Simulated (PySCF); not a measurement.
Geometries of 5 isomers of C3H7FOSi, from PySCF, PBE0-D3(BJ)/def2-SVP geometry optimisation, gas phase. One conformer each, no zero-point energy, no frequencies.

Task: Which is lowest in electronic energy at this level?
A.
```xyz
13
angstrom
C      1.874   -0.507   -0.535
O      0.996   -0.373    0.555
C     -0.013    0.544    0.334
Si    -1.628    0.233    1.253
C     -1.181    0.097   -0.572
F     -1.043   -1.121   -1.165
H      1.354   -0.861   -1.441
H      2.637   -1.246   -0.251
H      2.379    0.451   -0.765
H      0.334    1.575    0.139
H     -2.469    1.362    1.724
H     -1.688   -1.029    2.024
H     -1.537    0.856   -1.283
```
B.
```xyz
13
angstrom
C     -0.822    1.394    0.399
C     -0.465    0.184   -0.049
C     -1.455   -0.933   -0.162
F     -0.833   -2.148    0.102
Si     1.304   -0.198   -0.576
O      1.950   -1.392    0.386
H     -0.104    2.218    0.450
H     -1.845    1.619    0.727
H     -2.298   -0.820    0.540
H     -1.857   -0.995   -1.190
H      2.130    1.027   -0.401
H      1.289   -0.601   -2.018
H      1.316   -2.096    0.565
```
C.
```xyz
13
angstrom
C     -2.279    0.447   -0.336
C     -0.822    0.205   -0.238
F     -0.120    1.254    0.250
C     -0.159   -0.909   -0.568
O      1.166   -1.110   -0.472
Si     2.412   -0.103    0.048
H     -2.488    1.318   -0.977
H     -2.788   -0.428   -0.761
H     -2.712    0.656    0.656
H     -0.711   -1.766   -0.961
H      2.530    1.110   -0.809
H      2.254    0.273    1.481
H      3.627   -0.947   -0.114
```
D.
```xyz
13
angstrom
C      2.188   -0.020    0.105
C      1.110   -0.915   -0.372
F      1.521   -2.142   -0.730
C     -0.191   -0.633   -0.487
O     -0.686    0.595   -0.186
Si    -2.269    0.893    0.280
H      1.772    0.961    0.365
H      2.956    0.110   -0.675
H      2.686   -0.448    0.990
H     -0.882   -1.397   -0.865
H     -2.534    0.358    1.650
H     -3.206    0.240   -0.684
H     -2.424    2.370    0.255
```
E.
```xyz
13
angstrom
C     -0.703   -1.954    0.446
C     -0.286   -0.739    0.093
C     -0.734   -0.039   -1.159
F     -1.585   -0.807   -1.892
O      0.591   -0.038    0.852
Si     1.239    1.501    0.789
H     -0.346   -2.420    1.366
H     -1.403   -2.485   -0.196
H     -1.241    0.909   -0.893
H      0.148    0.214   -1.777
H      1.985    1.715   -0.488
H      2.164    1.591    1.947
H      0.166    2.535    0.896
```

Result: B. That is `FCC([SiH2]O)=C`, 7.6 kcal/mol below the next.

| SMILES | atoms numbered as above | E (Eh) | relative (kcal/mol) | relative (kJ/mol) | dipole (D) |
| --- | --- | --- | --- | --- | --- |
| C=C(CF)[SiH2]O | [CH2:1]=[C:2]([CH2:3][F:4])[SiH2:5][OH:6] | -582.35415 | 0.0 | 0.0 | 2.80 |
| C/C(F)=C/O[SiH3] | [CH3:1]/[C:2]([F:3])=[CH:4]/[O:5][SiH3:6] | -582.34203 | 7.6 | 31.8 | 1.42 |
| C/C(F)=C\O[SiH3] | [CH3:1]/[C:2]([F:3])=[CH:4]\[O:5][SiH3:6] | -582.33883 | 9.6 | 40.2 | 1.36 |
| C=C(CF)O[SiH3] | [CH2:1]=[C:2]([CH2:3][F:4])[O:5][SiH3:6] | -582.33192 | 13.9 | 58.3 | 1.95 |
| CO[C@@H]1[SiH2][C@@H]1F | [CH3:1][O:2][C@@H:3]1[SiH2:4][C@@H:5]1[F:6] | -582.25753 | 60.6 | 253.7 | 1.63 |

As drawn, the lowest has an O–H bond, an Si–O bond and a C=C bond outside aromatic rings, which the highest lacks; the highest has a three-membered ring, which the lowest lacks.
